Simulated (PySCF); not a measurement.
Unknown compound

The spectra below were simulated for a compound C4H8F3PSi.

1H NMR (400 MHz, computed): δ 3.85 (d, 3H), 3.66 (m, 1H), 2.35 (m, 2H), 2.10 (m, 2H).

13C{1H} NMR (computed): δ 145.4, 23.0, 21.6 (2C).

- shieldings: GIAO PBE0/pcSseg-1
- GFN2-xTB structure
- code: PySCF 2.14
- one conformer, averaged over atoms made equivalent by symmetry, fast rotation or ring inversion, gas phase, non-relativistic

Referencing at the same level of theory: 1H and 13C against TMS.

Propose a structure and justify it.

Answers


3 carbon signals for 4 carbons: some carbons are equivalent by symmetry or fast rotation. Carbon types of the structure: 1 × C, 1 × CH, 2 × CH2, leaving 3 H on heteroatoms. δC 145.4: CF3 carbon; 3 electronegative neighbours deshield it. δC 23.0: sp3 CH bonded to Si. δC 21.6: sp3 CH2 bonded to P. δH 3.85: hydrogen on a silicon bonded to C. δH 3.66: hydrogen on an sp3 CH bonded to Si. δH 2.35, 2.10: hydrogen on an sp3 CH2 bonded to P.

These data were computed for SMILES C1P(C(F)(F)F)CC1[SiH3].

The data come from this structure; uniqueness wasn't tested.

Splittings by 19F and 31P in the carbon and heteronuclear signals aren't shown, as no couplings were computed. Shifts are as computed. Against solution values, carbons near 30 ppm lie about +3 ppm off and those near 130 ppm about +5 ppm. Of 1211 compounds with measured shifts, 218 miss one by over three times the rms of a fit or turn the order of signals round; such compounds aren't used in these exercises. No couplings were computed; multiplicities are counted from neighbouring protons, with m where these are inequivalent, close in shift, in a saturated or five-membered ring or joined by F or P, and br s for small geminal =CH2 splittings.
